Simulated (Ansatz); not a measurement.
Mulliken charges of H3MoNO3 (`[NH2][Mo](=[O])(=[O])[OH]`) from ωB97M-V/def2-TZVPP in Ansatz (PBE0-D4/def2-TZVP geometry).

```csv
atom,x (Å),y (Å),z (Å),charge (e)
N1,0.344,0.984,0.965,-0.481
Mo2,0.281,-0.362,-0.407,1.502
O3,1.546,-1.435,-0.146,-0.520
O4,0.413,0.407,-1.894,-0.511
O5,-1.338,-1.315,-0.319,-0.505
H6,0.120,1.955,0.805,0.153
H7,0.796,0.846,1.856,0.157
H8,-2.070,-1.138,-0.914,0.204
```

Task: By hand: the dipole of these point charges (1 e Å = 4.8032 D).

Result: Σ q r = (-0.362, 0.385, 0.357) e Å, of length 0.638 e Å = 3.06 D.

Task: How does the dipole of the full density compare? (Estimate.)

Result: Ansatz gave: (-0.460, 0.471, 0.373) e Å, 3.63 D; the point charges give 0.84 times that, at 5° from its direction.

Point charges leave out the atoms' own dipoles, such as those of lone pairs, and Mulliken's split depends on the basis, so the two needn't agree.
